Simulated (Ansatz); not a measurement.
Coupled-cluster run, `OB(O)[Te][SiH3]`.

```yaml
crystal:
  periodic: [false, false, false]
  atoms:
    - {symbol: O, position_ang: [0.953675, -0.925215, 1.047922]}
    - {symbol: B, position_ang: [0.824544, -1.232038, -0.265629]}
    - {symbol: O, position_ang: [1.538625, -2.248421, -0.802583]}
    - {symbol: Te, position_ang: [-0.507327, -0.218029, -1.688092]}
    - {symbol: Si, position_ang: [-1.187888, 1.597767, -0.132953]}
    - {symbol: H, position_ang: [0.376249, -0.218085, 1.351398]}
    - {symbol: H, position_ang: [2.091301, -2.689111, -0.147923]}
    - {symbol: H, position_ang: [-2.633302, 1.886216, -0.297776]}
    - {symbol: H, position_ang: [-0.959946, 1.148457, 1.274241]}
    - {symbol: H, position_ang: [-0.412731, 2.847258, -0.335705]}
basis:
  gaussian: {orbitals: def2-TZVPP}
correlation: {method: ccsd_t}
output: {orbitals: {seedname: orbitals}}
```

```sh
$ ansatz run in.yaml --threads 4 --pin off --events-out ev --progress --plain --max-ram 10444MiB
```

Output of Ansatz, abridged:

```
Functional definition: HF
1713 factors; integrals over basis functions are off by at most 1.1e-3 eV
mean field evaluation 1: about -19954.5665 eV, gradient 4.6e1 eV
mean field evaluation 2: about -19954.8305 eV, gradient 4.6e1 eV
mean field evaluation 4: about -19959.2073 eV, gradient 3.6e0 eV
mean field evaluation 8: about -19959.2754 eV, gradient 2.6e-1 eV
mean field -19959.27577698 eV, -733.4898559211 hartree, gradient 3.6e-6 eV, S^2 0.000000; 0 other end points of the search recorded, 0 dependent functions left out
12 core orbitals not correlated: weight in the atoms' cores, before any rotation towards them, 1.000 or more for the frozen orbitals, at most 0.000 for the correlated occupied ones
reference -19959.27577698 eV, -733.4898559211 hartree; 20, 20 occupied and 223, 223 virtual orbitals, 1713 factors
second order -31.82574606 eV of doubles, -0.00000000 eV of singles
cycle   1  -31.01482771 eV  change    8.1e-1 eV  update   1.2e-1
cycle   2  -31.78685056 eV  change   -7.7e-1 eV  update   3.5e-2
cycle   3  -31.92620349 eV  change   -1.4e-1 eV  update   1.7e-2
cycle   4  -31.89582107 eV  change    3.0e-2 eV  update   4.3e-3
cycle   5  -31.89441608 eV  change    1.4e-3 eV  update   2.0e-3
cycle   6  -31.89571391 eV  change   -1.3e-3 eV  update   5.4e-4
cycle   7  -31.89522272 eV  change    4.9e-4 eV  update   1.9e-4
cycle   8  -31.89506618 eV  change    1.6e-4 eV  update   5.7e-5
cycle   9  -31.89510115 eV  change   -3.5e-5 eV  update   2.4e-5
perturbative correction -1.06198384 eV, -0.0390271864 hartree
Total energy: -19992.23286198 eV, -734.7010064555 hartree
```

Hardware: 4 threads of an AMD EPYC 7B13 on a shared host. Wall time 3.4 min, peak host memory 6.3 GiB.

The correlation energy is -32.957 eV, 3.2 % of it from (T); the T1 diagnostic reads 0.0121.
